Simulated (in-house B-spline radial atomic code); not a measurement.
Results of a calculation; reference values are marked as such.
## Two electrons in Si: a parabolic dot with ħω = 2.72 meV in all three directions

For Si the NSM archive of the Ioffe Institute lists m_l = 0.98 m0, m_t = 0.19 m0 and ε = 11.7; the model takes one isotropic valley with the conductivity mass 3/(1/m_l + 2/m_t) = 0.26 m0, and so misses anisotropy and the other valleys. All triplets below are those of one valley; with several valleys two electrons can form a triplet in the 1s orbital itself, at an energy set by the valley splitting.

Effective-mass model with parabolic bands, a uniform dielectric constant, no image charges, no central-cell or spin-orbit terms. Two-electron levels come from full CI in B-splines with partial waves to l = 5 (up to 0.001 effective hartree above the limit).

Question: What are the effective units, and what is the potential in them?

Answer: Ha* = 27211.386 meV × 0.26/11.7² = 51.68 meV and a* = 0.0529177 nm × 11.7/0.26 = 2.381 nm. The frequency is ω = 0.0527 Ha*. The one-electron levels are 3ω/2 = 0.0790 and 5ω/2 = 0.1317 Ha*.

In these units the lowest s and p orbitals lie at 0.079050 and 0.131750, and their Coulomb and exchange integrals are J_ss = 0.183166, J_sp = 0.152639 and K_sp = 0.03053. (For a parabolic well J_ss = √(2ω/π).) Full CI gives 0.294850 for the ground singlet, 0.318724 for the sp triplet, 0.347558 for the sp singlet and 0.371426 for the lowest triplet of two s orbitals.

Question: What does it cost to add the second electron, to first order and exactly?

Answer: To first order E = 2ε_s + J_ss = 0.341266, so the charging energy E(2) − 2E(1) is J_ss = 9.467 meV. CI gives 0.294850 − 2 × (0.079050) = 0.136750, or 7.068 meV: relaxation and correlation lower it by 2.399 meV, 25.3 % of J_ss. The s² configuration of one-electron orbitals holds 74.1 % of the state, and the mean radius is 14.6 nm.

Question: How far above the singlet do the triplets lie?

Answer: To first order the sp triplet lies at ε_s + ε_p + J_sp − K_sp = 0.332911, which is 0.4318 meV below 2ε_s + J_ss, so first order fails: the exact ground state of two electrons is a singlet. CI gives 0.318724 − (0.294850) = 0.023874, or 1.234 meV, 45 % of the orbital spacing of 2.724 meV. The ss triplet lies 3.958 meV up, so the lower of the two is the sp one, and its gap equals k_BT at 14.3 K. The sp singlet-triplet splitting is 1.49 meV, against 2K_sp = 3.156 meV. The sp singlet lies ħω above the ground state (0.052708 against 0.0527), as Kohn's theorem demands for a parabolic well.
